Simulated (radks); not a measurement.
Problem. These are the eigenvalues of the occupied orbitals of an atom or ion with whole-number occupations (hartree). Method: scalar-relativistic Kohn-Sham, PBE, spin-unpolarised, spherical densities, point nucleus; computed with a radial shooting solver on a logarithmic mesh with Libxc functionals.

orbital  eigenvalue
1s        -2529.386
2s        -479.0273
2p        -426.4098
3s        -149.6472
3p        -133.9660
3d        -116.0377
4s        -66.16247
4p        -60.40580
4d        -53.44866

Which element is it, and in what charge state? The configuration may be excited.

Solution. Z = 73, tantalum, charge +35: Ta35+ in [Kr] 4d2. The list shows which subshells hold electrons but not how many an open one holds; the 1s level, -2529.4 hartree, gives Z - s = 71.1 by -(Z - s)^2/2, which with screening and relativity narrows Z to a few neighbours, and the depths of the outer levels then fix element, charge and occupations together.
